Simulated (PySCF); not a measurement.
1-methyl-3-methylideneazetidine (C5H9N), SMILES C=C1CN(C1)C.

Geometry optimised at B3LYP-D3(BJ)/def2-SVP.

Two levels are set side by side: PBE/def2-TZVP (PySCF) and HF/def2-TZVP (PySCF). Same geometry, gas phase. Differences are taken from unrounded values.

| quantity | HF |
|---|---|
| orbital gap (eV) | 13.09 |
| highest occupied level (eV) | -9.30 |
| lowest empty level (eV) | 3.79 |
| dipole moment (D) | 0.87 |
| mean polarisability (bohr³) | 66.0 |

What does PBE give, and how far is it from HF? (The exact figures need the calculation; the answer reports its results.)


```csv
quantity,PBE,PBE minus HF
orbital gap (eV),4.02,-9.07
highest occupied level (eV),-4.88,4.42
lowest empty level (eV),-0.86,-4.65
dipole moment (D),0.68,-0.19
mean polarisability (bohr³),71.2,5.3
```

Without exact exchange PBE keeps part of each electron's self-repulsion, which lifts occupied levels and narrows the gap. PBE's more diffuse valence density responds more strongly to a field. Differences between two approximate levels are no errors against the true value.

Rough cost on one machine, each run with all the roots and properties that it gave: HF against PBE about 1/3.
